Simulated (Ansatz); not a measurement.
A nudged elastic band was laid between two geometries of ClF2HOTi + ClH (8 atoms, charge 0, multiplicity 1).

Level of theory: RKS r2SCAN-D4/def2-SVP in Ansatz 0.2.0.

```
movable images  : 7
climbing image  : yes
spring          : 5.0 eV/Å²
optimiser       : quadratic models (default)
start path      : through a guess of the saddle point
force threshold : 0.05 eV/Å
iteration limit : 60
end points      : relaxed
```

Image 0:

```xyz
8
Properties=species:S:1:pos:R:3
Ti -0.145 -0.012 0.019
O -0.248 -0.153 1.803
H -0.813 0.334 2.420
F 1.498 0.128 -0.522
F -0.922 1.493 -0.348
Cl -1.282 -1.574 -1.018
Cl 1.446 -2.666 1.325
H 0.816 -1.816 2.075
```

Image 8:

```xyz
8
Properties=species:S:1:pos:R:3
Ti 0.378 -0.329 -0.038
O -0.520 -0.419 2.052
H -1.374 -0.876 2.033
F 1.051 -0.340 -1.634
F 0.423 1.372 0.276
Cl -1.616 -1.194 -0.544
Cl 1.955 -1.548 0.965
H 0.052 -0.932 2.644
```

**Question.** Which bonds break or form, and what moves?

**Answer.** Bonds broken: Cl7–H8. Bonds formed: Ti1–Cl7, O2–H8. ClF2HOTi + ClH becomes Cl2F2H2OTi.

**Question.** Give the energies along the band, and the barrier.

**Answer.** The run converged. The highest image is number 2 of 0 to 8, 0.200 eV above the first end and 0.838 eV above the last; the last end lies 0.637 eV below the first. The profile has 2 maxima (images 2, 6) with wells between them (image 5): this band takes more than one step, which may be the mechanism or a detour left from its start path. A vibrational analysis at the climbing image gives one clearly imaginary mode, 569i cm⁻¹: a first-order saddle point. The orbitals stay closed-shell, which can raise the energy where a bond breaks towards radicals; this wasn't checked here.

```tsv
image	path coordinate (Å)	energy (eV)	Cl7–H8 (Å)	Ti1–Cl7 (Å)	O2–H8 (Å)
0	0.00	0.000	1.30	3.36	1.99
1	0.48	0.054	1.32	2.99	1.70
2	0.97	0.200	1.47	2.69	1.30
3	1.81	-0.412	2.21	2.33	0.98
4	2.64	-0.540	2.47	2.27	0.97
5	3.48	-0.614	2.65	2.23	0.97
6	4.32	-0.598	3.22	2.21	0.97
7	5.16	-0.620	2.76	2.22	0.97
8	6.00	-0.637	2.61	2.23	0.97
```

**Question.** What is the geometry of the highest image?

**Answer.** 
```xyz
8
Properties=species:S:1:pos:R:3
Ti -0.019 -0.293 0.033
O -0.272 -0.341 1.923
H -0.568 0.364 2.518
F 1.500 0.147 -0.669
F -0.868 1.215 -0.090
Cl -1.187 -1.637 -1.230
Cl 1.258 -2.343 1.226
H 0.506 -1.378 2.042
```

Time of the run: 14 min on 4 threads of Arm Neoverse V1, on a shared host, peak memory 0.24 GiB.
